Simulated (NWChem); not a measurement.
# ZrH2S2F2; SMILES [F][Zr]([F])([SH])[SH]

Program: NWChem. Geometry: optimised at PBE0/def2-SVP. Not confirmed as a minimum by frequencies. def2 effective core potentials on Zr; no spin-orbit coupling. One conformer.

Diagonal of the polarisability tensor at PBE0/def2-SVPD, static: 108.09, 68.90, 77.12 bohr³.

Task: Find the mean polarisability volume, the molar refraction, and the refractive index that an ideal gas of it would have at 273.15 K and 1 atm.

Result: 
1. Mean: one third of the trace = 84.70 bohr³ × 0.14818 Å³/bohr³ = 12.55 Å³.
2. Molar refraction (Lorentz-Lorenz): (4π/3) N_A α = 31.7 cm³/mol.
3. Number density p/kT = 2.687 × 10⁻⁵ Å⁻³; n − 1 = 2π N α = 21.19 × 10⁻⁴.
4. These hold the electronic response alone: vibrational and orientational terms add to the static dielectric constant.
